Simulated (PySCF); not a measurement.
Levels of S⁵⁺ from EOM-EA-GCCSD

Reference: closed-shell S⁶⁺, [Ne]; one electron is added. Calculated with PySCF 2.14, two-component X2C-1e with screened spin-orbit coupling, x2c-TZVPPall-2c with one added diffuse shell each of s, p, d type (6s7p4d1f, 54 functions); frozen nothing; all 98 virtual spinors kept. No Breit or QED terms. Binding energies in eV.

```tsv
level	Koopmans
3s1/2	87.447
3p1/2	74.405
3p3/2	74.243
3d3/2	56.542
3d5/2	56.538
4s1/2	42.786
4p1/2	37.853
4p3/2	37.796
```

**Question.** How does correlation move these levels?

**Answer.** 3s1/2: second order 87.767, EOM-CCSD 87.794; 3p1/2: second order 74.676, EOM-CCSD 74.700; 3p3/2: second order 74.511, EOM-CCSD 74.535; 3d3/2: second order 56.730, EOM-CCSD 56.748; 3d5/2: second order 56.726, EOM-CCSD 56.744; 4s1/2: second order 42.881, EOM-CCSD 42.889; 4p1/2: second order 37.940, EOM-CCSD 37.947; 4p3/2: second order 37.882, EOM-CCSD 37.890.

For comparison, the ionisation energy of S⁵⁺ is 88.053 eV (measured; NIST Atomic Spectra Database, ionization energies).

The screened spin-orbit operator tends to give fine-structure splittings of light species too large.

The highest levels are limited by the diffuse functions of the basis.
